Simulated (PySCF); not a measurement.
C9H7BFN, SMILES `Bc1cc(F)c2cccnc2c1`, neutral singlet in the gas phase. 

Cartesian coordinates (Å):
```xyz
19

B     -3.3886     0.0960    -0.9684
C     -1.9639    -0.0115    -0.3861
C     -1.7420    -0.5033     0.9412
C     -0.4706    -0.5923     1.4422
F     -0.2607    -1.0533     2.6864
C      0.6686    -0.2086     0.6849
C      1.9965    -0.2886     1.1742
C      3.0252     0.1112     0.3514
C      2.7191     0.5876    -0.9529
N      1.5006     0.6739    -1.4354
C      0.4622     0.2854    -0.6445
C     -0.8614     0.3715    -1.1494
H     -3.5503     0.5128    -2.0885
H     -4.3444    -0.2347    -0.3095
H     -2.5829    -0.8115     1.5652
H      2.1775    -0.6617     2.1834
H      4.0646     0.0682     0.6831
H      3.5352     0.9074    -1.6125
H     -0.9848     0.7515    -2.1648
```
Charge 0, spin multiplicity 1.

All levels are single points at this geometry (B3LYP-D3(BJ)/def2-SVP); Pople sets use spherical d functions. Orbital energies aren't observables, and empty levels follow the basis.

| level | HOMO (eV) | LUMO (eV) | gap (eV) | dipole (D) | vertical IE, Delta-SCF (eV) |
|---|---|---|---|---|---|
| B3LYP-D3(BJ)/def2-TZVP in PySCF | -6.84 | -2.73 | 4.12 | 2.31 | 8.64 |
| B3LYP/3-21G in PySCF | -6.63 | -2.42 | 4.21 | 2.40 | – |
| B3LYP/6-31G* in PySCF | -6.52 | -2.36 | 4.17 | 2.37 | 8.40 |
| BP86/6-31G* in PySCF | -5.92 | -3.12 | 2.79 | 2.59 | – |
| PBE/6-31G* in PySCF | -5.82 | -3.04 | 2.79 | 2.59 | 8.32 |
| SVWN5/6-31G* in PySCF | -6.02 | -3.28 | 2.74 | 2.64 | – |
